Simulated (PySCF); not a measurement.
A calculated (PBE0, PySCF 2.14, x2c-TZVPPall, the spin-free X2C one-electron Hamiltonian (Gaussian nucleus)) atom or ion has these occupied shells.

```tsv
shell	electrons	orbital energy (eV)	rms radius, mean of both spins (bohr)
1s α	1	-43419.1	0.0269
1s β	1	-43419.1	0.0269
2s α	1	-7051.8	0.109
2s β	1	-7051.8	0.109
2p α	3	-6310.9	0.0978
2p β	3	-6310.9	0.0978
3s α	1	-1542.7	0.284
3s β	1	-1541.5	0.284
3p α	3	-1307.0	0.284
3p β	3	-1305.7	0.284
3d α	5	-975.45	0.262
3d β	5	-974.30	0.262
4s α	1	-313.78	0.645
4s β	1	-310.32	0.645
4p α	3	-235.78	0.685
4p β	3	-232.14	0.685
4d α	5	-123.25	0.763
4d β	5	-119.10	0.763
5s α	1	-44.717	1.57
5s β	1	-42.643	1.57
5p α	3	-25.189	1.85
5p β	3	-23.541	1.85
4f α	4	-5.879	1.22
6s α	1	-4.906	4.66
6p α	1	-2.504	5.82
```

Task: Name the element and its charge.

Result: Nd (neodymium, neutral), in [Xe] 4f4 6s1 6p1, one real determinant (an excited configuration).
